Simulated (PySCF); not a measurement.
# A search over the determinants of HgB

Unrestricted PBE0; Hg def2-TZVPP with ECP60, B def2-TZVPP; scalar-relativistic core potentials (PySCF 2.14). Outer shells of the fragments: Hg 5d10 6s2; B 2s2 2p1.

Followed along the bond (rough minima from three points):

| 2Ms+1 | unpaired | ⟨S²⟩ at the start | R at minimum (Å) | Te (eV) |
| --- | --- | --- | --- | --- |
| 2 | π ↑ | 0.76 | 2.36 | 0.00 |
| 2 | σ ↑ | 0.76 | none in the scan | ≤ 0.38 |
| 4 | σ ↑, π ↑↑ | 3.76 | none in the scan | ≤ 1.64 |

Solutions found at the starting distance of 2.190 Å, counted from the lowest of them; the search is not exhaustive and high or unbound solutions are not listed, so other states can lie among these:

```csv
2Ms+1,unpaired,term,E (eV),⟨S²⟩,⟨Lz²⟩,μ (D)
2,π ↑,²Π,0.00,0.76,1.01,-1.72
2,σ ↑,²Σ⁺,0.75,0.76,0.00,0.63
4,"σ ↑, π ↑↑",⁴Σ⁻,1.71,3.76,0.00,-2.91
4,"σ ↑↑, π ↑",⁴Π,2.03,3.76,1.00,-0.32
2,"σ ↑, π ↑↓",mixed,2.56,1.77,2.02,-3.06
2,"σ ↓, π ↑↑",mixed,2.81,1.78,0.00,-3.35
```

A term symbol is given only where ⟨S²⟩ and ⟨Lz²⟩ are close to those of a pure state; real π, δ and φ orbitals otherwise mix terms. A positive dipole means Hg(−)B(+).

Spin–orbit coupling is left out. Counting both spins, an empty level lies below a filled one in some of these solutions, because spin and occupation are held.
